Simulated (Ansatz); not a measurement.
Consider the ligand exchange at the Si–N bond: `C#CN(C)[SiH2]F` + `N[SiH](O)O` → `O[SiH](O)N[SiH2]F` + `C#CNC`.

Calculated with Ansatz (gas phase, PBE0-D4/def2-TZVP geometries, no zero-point term in ΔE). CCSD(T)/CBS adds triple-zeta CCSD(T) − MP2 to the extrapolated MP2 energy (def2 sets, frozen cores). This one scheme is used for every species. Functionals use def2-TZVPP. One conformer a species, not always the lowest.

| level | ΔE (kJ/mol) |
| --- | --- |
| B2PLYP | -8.2 |
| MP2/CBS(def2) | -4.8 |

Q: What does CCSD(T)/CBS give? (An estimate is asked.)

A: Ansatz gave: -7.4 kJ/mol. The listed levels differ from it by -0.8, 2.6 kJ/mol.

Largest T1 diagnostic among the species: 0.012.

In def2-TZVPP, CCSD(T) changes the Hartree–Fock value by +5.6 kJ/mol (the triples alone add +0.7 kJ/mol) and MP2 by +8.1 kJ/mol.
